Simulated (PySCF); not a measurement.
How methods differ on the electron affinity of Sb

Sb⁻ [Kr] 4d10 5s2 5p4 (3P) → Sb [Kr] 4d10 5s2 5p3 (4S), as a difference of total energies. Calculation: PySCF 2.14, in aug-cc-pVQZ-DK3 (9s8p6d3f2g, 102 functions); the spin-free X2C one-electron Hamiltonian (Gaussian nucleus). Correlated levels: valence: [Kr] 4d10 frozen. The calculations carry no spin-orbit coupling.

```tsv
method	electron affinity (eV)	plus first-order spin-orbit estimate	error of that sum (eV)
UHF	-0.053	0.097	-0.950
MP2 (valence)	0.684	0.834	-0.213
SCS-MP2 (valence)	0.752	0.902	-0.145
CCSD (valence)	0.782	0.931	-0.116
CCSD(T) (valence)	0.841	0.991	-0.056
```

Reference: 1.047 eV (measured; photodetachment measurements, as compiled on the Wikipedia data page of electron affinities).

A first-order spin-orbit estimate (lowest level to lowest level, LS coupling) adds 0.150 eV.

Errors of the correlated levels include the incompleteness of this basis and the frozen core.

A negative affinity means that the anion lies above the atom at that level of theory.
